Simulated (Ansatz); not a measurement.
Reactions of CH₆F₂OSSi₂ (`CO[SiH](F)S[SiH2]F`).

Calculated with Ansatz (gas phase, PBE0-D4/def2-TZVP geometries, no zero-point term in ΔE). CCSD(T)/CBS adds triple-zeta CCSD(T) − MP2 to the extrapolated MP2 energy (def2 sets, frozen cores). This one scheme is used for every species. For Ge outer-core shells are correlated without core-valence functions, which leaves a few kJ/mol of doubt a bond. Scalar relativity is left out up to krypton. One conformer a species, not always the lowest.

**Question.** Order these by ΔE at CCSD(T)/CBS, lowest first. (Best estimate.)
A. `CO[SiH](F)S[SiH2]F` + `[OH][GeH3]` → `F[SiH2][O][GeH3]` + `CO[SiH](F)S`
B. `CO[SiH](F)S[SiH2]F` + `[NH2][AlH2]` → `F[SiH2][NH][AlH2]` + `CO[SiH](F)S`
C. `CO[SiH](F)S[SiH2]F` + `SS` → `F[SiH2]SS` + `CO[SiH](F)S`

**Answer.** A (-58.8 kJ/mol), B (-5.8 kJ/mol), C (+8.7 kJ/mol).

Largest T1 diagnostic: 0.012, for `CO[SiH](F)S[SiH2]F`.
